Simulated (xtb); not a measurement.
C3H6Cl, doublet, from a rough starting geometry; GFN2-xTB in xtb 6.7.1.

xtb was given this input:
```
$ xtb mol.xyz --gfn 2 --uhf 1 --opt vtight --json

# file mol.xyz
10

C      0.06666425    -0.73391622     0.01579332
C      1.53206607    -0.28679279    -0.01779511
C     -0.85994799     0.56808803     0.01283118
H     -0.16752822    -1.30812598     0.88493876
H     -0.16187630    -1.36150332    -0.79419635
Cl    -2.55707473     0.09027049    -0.01119733
H      1.74323760     0.31383168    -0.89329265
H      1.77898397     0.37587225     0.88352367
H     -0.66778320     1.16640903     0.90004812
H     -0.60288102     1.13564312    -0.91789047
```

The log (banner, timings and long lists left out):

```
   ID    Z sym.   atoms
    1    6 C      1-3
    2    1 H      4, 5, 7-10
    3   17 Cl     6

           -------------------------------------------------
          |                Calculation Setup                |
           -------------------------------------------------

           -------------------------------------------------
          |                 G F N 2 - x T B                 |
           -------------------------------------------------

          ...................................................
          :                      SETUP                      :
          :.................................................:
          :  # basis functions                  28          :
          :  # atomic orbitals                  27          :
          :  # shells                           15          :
          :  # electrons                        25          :
          :  max. iterations                   250          :
          :  Hamiltonian                  GFN2-xTB          :
          :  restarted?                      false          :
          :  GBSA solvation                  false          :
          :  PC potential                    false          :
          :  electronic temp.          300.0000000     K    :
          :  accuracy                    1.0000000          :
          :  -> integral cutoff          0.2500000E+02      :
          :  -> integral neglect         0.1000000E-07      :
          :  -> SCF convergence          0.1000000E-05 Eh   :
          :  -> wf. convergence          0.1000000E-03 e    :
          :  Broyden damping             0.4000000          :
          :  net charge                          0          :
          :  unpaired electrons                  1          :
          ...................................................

 iter      E             dE          RMSdq      gap      omega  full diag
   1    -14.0158946 -0.140159E+02  0.418E+00    5.26       0.0  T
   2    -14.0488612 -0.329666E-01  0.253E+00    5.36       1.0  T
   3    -14.0497110 -0.849787E-03  0.111E+00    5.60       1.0  T
   4    -14.0505744 -0.863400E-03  0.247E-01    5.28       1.0  T
   5    -14.0507766 -0.202172E-03  0.109E-01    5.37       1.0  T
   6    -14.0507915 -0.148826E-04  0.487E-02    5.36       1.0  T
   7    -14.0507974 -0.594860E-05  0.351E-02    5.36       1.0  T
   8    -14.0508027 -0.530377E-05  0.211E-02    5.35       1.5  T
   9    -14.0508049 -0.219878E-05  0.442E-03    5.34       7.2  T
[...]
 * total energy  :   -13.9362250 Eh     change       -0.1354195E-01 Eh
 * total energy  :   -13.9390596 Eh     change       -0.2834631E-02 Eh
 * total energy  :   -13.9401756 Eh     change       -0.1115964E-02 Eh
 * total energy  :   -13.9408443 Eh     change       -0.6687212E-03 Eh
 * total energy  :   -13.9410891 Eh     change       -0.2447746E-03 Eh
 * total energy  :   -13.9411567 Eh     change       -0.6758233E-04 Eh
 * total energy  :   -13.9411794 Eh     change       -0.2271842E-04 Eh
 * total energy  :   -13.9411867 Eh     change       -0.7326385E-05 Eh
 * total energy  :   -13.9411875 Eh     change       -0.7901651E-06 Eh
 * total energy  :   -13.9411892 Eh     change       -0.1671961E-05 Eh
 * total energy  :   -13.9411894 Eh     change       -0.2065745E-06 Eh
 * total energy  :   -13.9411895 Eh     change       -0.7538775E-07 Eh
   *** GEOMETRY OPTIMIZATION CONVERGED AFTER 13 ITERATIONS ***
         :: total energy             -13.941189465819 Eh    ::
[...]
     4   1 H        0.924     0.061     2.192     2.316
     5   1 H        0.924     0.062     2.178     2.308
     6  17 Cl       0.912    -0.206   105.641    15.724
     7   1 H        0.926     0.043     2.408     2.427
     8   1 H        0.926     0.044     2.401     2.423
     9   1 H        0.925     0.063     2.161     2.299
    10   1 H        0.925     0.064     2.158     2.297

 Mol. C6AA /au·bohr⁶  :       1149.890076
 Mol. C8AA /au·bohr⁸  :      31115.373686
 Mol. α(0) /au        :         51.893345

Wiberg/Mayer (AO) data.
largest (>0.10) Wiberg bond orders for each atom

 ---------------------------------------------------------------------------
     #   Z sym  total        # sym  WBO       # sym  WBO       # sym  WBO
 ---------------------------------------------------------------------------
     1   6 C    3.991 --     2 C    1.094     4 H    0.966     5 H    0.962
                             3 C    0.956
     2   6 C    3.196 --     1 C    1.094     8 H    0.985     7 H    0.985
     3   6 C    3.932 --     9 H    0.980    10 H    0.980     1 C    0.956
                             6 Cl   0.944
     4   1 H    0.996 --     1 C    0.966
     5   1 H    0.996 --     1 C    0.962
     6  17 Cl   1.006 --     3 C    0.944
     7   1 H    0.998 --     2 C    0.985
     8   1 H    0.998 --     2 C    0.985
     9   1 H    0.996 --     3 C    0.980
    10   1 H    0.996 --     3 C    0.980
 ---------------------------------------------------------------------------

Topologies differ in total number of bonds
Writing topology from bond orders to xtbtopo.mol

molecular dipole:
                 x           y           z       tot (Debye)
 q only:        0.747       0.148      -0.005
   full:        0.691       0.238      -0.006       1.857
molecular quadrupole (traceless):
                xx          xy          yy          xz          yz          zz
 q only:       -5.374      -0.421       2.894       0.039      -0.017       2.479
  q+dip:       -6.862      -0.170       2.454       0.058       0.002       4.408
   full:       -5.864      -0.143       2.611       0.043      -0.005       3.253

optimized geometry written to: xtbopt.xyz

           -------------------------------------------------
          | TOTAL ENERGY              -13.941189465819 Eh   |
          | GRADIENT NORM               0.000043272994 Eh/α |
          | HOMO-LUMO GAP               4.712807868603 eV   |
           -------------------------------------------------
```
